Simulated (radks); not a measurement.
The numbers below are computed, except where a source is named.
Initial-state core-level shifts of the iodine ion I+ when its valence configuration changes from [Kr] 4d10 5s2 5p4. Code: a radial shooting solver on a logarithmic mesh with Libxc functionals. Model: scalar-relativistic Kohn-Sham, LDA (Slater exchange, Perdew-Wang correlation), spin-polarised, spherical densities, finite nucleus; open shells are filled with parallel spins first (spin-orbit coupling, left out, can overturn this in heavy ions); Fermi nuclear charge, rms radius 4.75 fm. Shifts are changes of the shell-averaged eigenvalues in eV (positive: less bound); the change of the density at the nucleus, which sets a Mossbauer isomer shift, is in e/bohr^3, on a base of 2.56e+05.

valence,3s,3p,3d,4p,density at nucleus
4d9 5s2 5p5,-9.636,-9.638,-9.756,-7.618,+27.34
4d10 5s1 5p5,-1.432,-1.430,-1.429,-1.387,-76.37
4d10 5p6,-2.865,-2.861,-2.859,-2.765,-155.80
4d9 5s1.5 5p5.5,-10.323,-10.324,-10.442,-8.276,-13.82
4d9.5 5s2 5p4.5,-4.800,-4.801,-4.858,-3.819,+13.54
4d9.5 5s1 5p5.5,-6.199,-6.198,-6.254,-5.165,-66.06
4d9 5s1 5p6,-11.004,-11.004,-11.122,-8.928,-55.49
4d8 5s2 5p6,-19.424,-19.428,-19.680,-15.165,+55.71
